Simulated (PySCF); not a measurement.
Ligands exchanged one at a time, Al CH3-I. Isolated molecules, 0 K electronic values unless said otherwise. Strings in code marks are SMILES.

The four lowest singlet excitations (Tamm–Dancoff). Method: PBE-D3(BJ)/def2-TZVP // PBE0-D3(BJ)/def2-TZVP (PySCF). Excitations are Tamm–Dancoff values on a coarser integration grid. The basis has no diffuse functions, so Rydberg states are missing or too high.

| state | energy (eV) | wavelength (nm) | oscillator strength |
|---|---|---|---|
| S1 | 4.51 | 275 | 0.000 |
| S2 | 5.20 | 239 | 0.051 |
| S3 | 5.42 | 229 | 0.060 |
| S4 | 5.44 | 228 | 0.003 |

**Question.** Which member gives these states?
A) `[CH3][Al]([CH3])[I]`
B) `[CH3][Al]([I])[I]`
C) `[CH3][Al]([CH3])[CH3]`

**Answer.** A, `[CH3][Al]([CH3])[I]`
